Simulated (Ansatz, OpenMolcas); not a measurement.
**The same job for OpenMolcas**

This Ansatz 0.2.0 job computes triplet WO3:

molecule.yaml:
```yaml
crystal:
  periodic: [false, false, false]
  atoms:
    - {symbol: O, position_ang: [-0.237500, 0.265200, 1.555000]}
    - {symbol: W, position_ang: [-0.366400, -0.283700, -0.065200]}
    - {symbol: O, position_ang: [1.071700, -1.143300, -0.433900]}
    - {symbol: O, position_ang: [-0.412200, 1.101500, -1.076300]}
basis:
  gaussian: {orbitals: def2-SVPD}
magnetization: {spin_polarized: true, initial_magnetization: 2}
hamiltonian: {xc: {name: B3LYP}}
accuracy: high
output: {orbitals: {seedname: orbitals}}
```

```bash
$ ansatz run molecule.yaml --threads 1 --pin off --max-ram 3480MiB --events-out events.jsonl --progress --plain --runs-dir runs
```

The coordinates come from a PBE0-D4/def2-TZVP relaxation. That shape belongs to the parent species and isn't relaxed for this state.

It gives a total energy of -292.615664 Eh.

Task: How is this level of theory, on these atoms, set up in OpenMolcas 26.06 as an input file of the program's own?

Result: One way, which was run:

input.xyz:
```
4

O     -0.237500     0.265200     1.555000
W     -0.366400    -0.283700    -0.065200
O      1.071700    -1.143300    -0.433900
O     -0.412200     1.101500    -1.076300
```

test.inp:
```
* O3W Kohn-Sham DFT
&GATEWAY
BASLIB=$CurrDir
COORD=input.xyz
BASIS=def2-SVPD
GROUP=NoSym
&SEWARD
GRIDINPUT
Grid=UltraFine
End of Grid
&SCF
UHF
SPIN=3
KSDFT=B3LYP
THRESHOLDS=1e-10 1e-07 1e-07 1e-05
PRORBITALS=1 1
```

```bash
$ export MOLCAS_MEM=1860
$ pymolcas test.inp > test.log
```

(Basis files named in the input come from the Basis Set Exchange and aren't shown.)

Its energy is -292.615666 Eh, 0.002 mEh from the first.
